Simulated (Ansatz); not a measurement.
## Active spaces for ZnF2, singlet

Program: Ansatz, Gaussian basis, development build. Basis def2-SVP, nonrelativistic, 11 orbitals frozen in the corrections. State-specific CASSCF; RHF is the lowest restricted (open-shell) Hartree–Fock solution met. Letters tell apart solutions met in one space. The basis is small, far from the limit. No symmetry is imposed, so a solution can break that of the shape. The lowest solution met needn't be the lowest there is, nor hold the orbitals that a chemist would pick.

Geometry. A bond is stretched, to 1.95 times the sum of the covalent radii.

```xyz
3

F     0.0000    0.0000    3.4840
Zn    0.0000    0.0000    0.0000
F     0.0000    0.0000   -1.7420
```

CASSCF less RHF, in eV, and natural occupations:

```tsv
CAS	CASSCF	occupations
(4,4) a	-3.117	1.99, 1.32, 0.68, 0.01
(4,4) b	-2.996	1.99, 1.37, 0.63, 0.01
```

Problem. What totals less RHF do the corrections give on each solution?

Solution. 

```tsv
CAS	SC-NEVPT2
(4,4) a	-19.401
(4,4) b	-19.427
```

Problem. In CAS(4,4), is the solution lowest in CASSCF also lowest after SC-NEVPT2?

Solution. No: (4,4) b is lowest after SC-NEVPT2, 0.03 eV under (4,4) a, which leads in CASSCF.
